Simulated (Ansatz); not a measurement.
Reaction (ligand exchange at the Si–F bond): `F[SiH]1BO1` + H₂Se → `[SeH][SiH]1BO1` + H–F

Computed with Ansatz on PBE0-D4/def2-TZVP structures; ΔE is electronic, products minus reactants. CCSD(T)/CBS is the MP2 limit (def2-TZVPP, def2-QZVPP) plus CCSD(T) − MP2 in def2-TZVPP, frozen cores. This one scheme is used for every species. Functionals use def2-TZVPP. B3LYP here is the variant with VWN-RPA as its local correlation; programs differ in this. HSE06 is defined as in plane-wave codes. For Se outer-core shells are correlated without core-valence functions, which leaves a few kJ/mol of doubt a bond. Scalar relativity is left out up to krypton. Each species was taken in one conformer, which may not be the lowest.

```
             level  ΔE (kJ/mol)
          B3LYP-D4         69.9
           ωB97M-V         71.2
             HSE06         59.0
             BHLYP         82.7
         CAM-B3LYP         84.3
           LC-ωPBE         69.9
CCSD(T)/def2-TZVPP         66.9
SCS-MP2/def2-QZVPP         68.7
```

Problem. What does CCSD(T)/CBS give? (Estimate.)

Solution. The calculation gave: +62.7 kJ/mol. The listed levels differ from it by 7.2, 8.5, -3.7, 20.0, 21.6, 7.2, 4.2, 6.0 kJ/mol.

Largest T1 diagnostic among the species: 0.015.

Leaving LDA and LC-ωPBE aside and taking each functional with its dispersion term where it has one, the values, not all of them listed here, spread over 29.0 kJ/mol, from revPBE-D4 to CAM-B3LYP-D4. From BLYP to BHLYP (50 % exact exchange), in def2-TZVPP and without D4, ΔE moves by +4.9 kJ/mol. In def2-TZVPP, CCSD(T) changes the Hartree–Fock value by −24.4 kJ/mol (the triples alone add −4.8 kJ/mol) and MP2 by −30.4 kJ/mol.
